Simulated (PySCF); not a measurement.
**TDDFT excited states: C7H11N**

C7H11N.
SMILES: `CC[C@H]1C[C@H](C#N)C1`

Level of theory: PySCF 2.14.0, density-fitted response routines, TDDFT wB97X-D/def2-SVPD, vertical, gas phase, core orbitals frozen in the response. Isolated species at its GFN2-xTB geometry (one conformer only).

| state | E (eV) | λ (nm) | ν̃ (cm⁻¹) | f | main configurations (H = HOMO, L = LUMO) |
| --- | --- | --- | --- | --- | --- |
| S1 | 7.72 | 160.7 | 62240 | 0.0001 | H-1→L+4 (14%), H-1→L (11%), H→L+1 (10%) |
| S2 | 8.01 | 154.8 | 64600 | 0.0047 | H→L+1 (16%), H-1→L+4 (12%), H-1→L (11%) |
| S3 | 8.01 | 154.8 | 64610 | 0.0057 | H→L (18%), H→L+4 (13%), H-1→L+1 (10%) |
| S4 | 8.62 | 143.8 | 69520 | 0.013 | H→L (58%), H→L+3 (19%) |
| S5 | 8.78 | 141.2 | 70840 | 0.047 | H-1→L (56%), H-1→L+3 (14%), H-2→L (10%) |
| S6 | 8.91 | 139.1 | 71870 | 0.0088 | H→L+2 (41%), H→L+1 (27%), H→L+3 (11%) |
| S7 | 9.01 | 137.6 | 72690 | 0.0060 | H-2→L (48%), H-1→L+3 (37%) |
| S8 | 9.06 | 136.8 | 73080 | 0.022 | H→L+3 (32%), H-3→L (13%), H-4→L (10%) |

Triplets, Tamm–Dancoff:

| state | E (eV) | λ (nm) | main configurations (H = HOMO, L = LUMO) |
| --- | --- | --- | --- |
| T1 | 6.53 | 189.9 | H→L+4 (12%), H-1→L+5 (8%) |
| T2 | 7.13 | 174.0 | H-1→L+4 (13%), H→L+1 (9%), H→L+5 (9%) |
| T3 | 7.13 | 173.8 | H→L+4 (13%), H→L (9%), H-1→L+5 (9%) |

The lowest singlet comes at 161 nm (745 kJ/mol) in the vacuum ultraviolet; it is dark (f under 0.0005); its leading configuration is HOMO-1→LUMO+4 (14%). The most intense listed level is S5 at 8.78 eV (141 nm, f = 0.047), 1.07 eV above S1. S2/S3 lie within about 0.01 eV of each other. Löwdin shares by element: HOMO carbon 39% or more, nitrogen 18% (atoms not listed hold the other 43%); LUMO hydrogen 21% or more, carbon 20% or more (atoms not listed hold the other 59%). The listed states span 1.34 eV, and the widest gap between neighbours is 0.61 eV (S3 to S4). Weighted by f, the mean energy of these states is 8.77 eV. The oscillator strengths of these states sum to 0.108; summed over the whole spectrum of an exact calculation they would give the number of electrons, 60 (Thomas–Reiche–Kuhn). Singlets were solved by full linear response, triplets in the Tamm–Dancoff approximation.

On one thread of an Arm Neoverse V2, no GPU, shared host, this took 56 s of wall time and 1.1 GiB of memory at its peak.
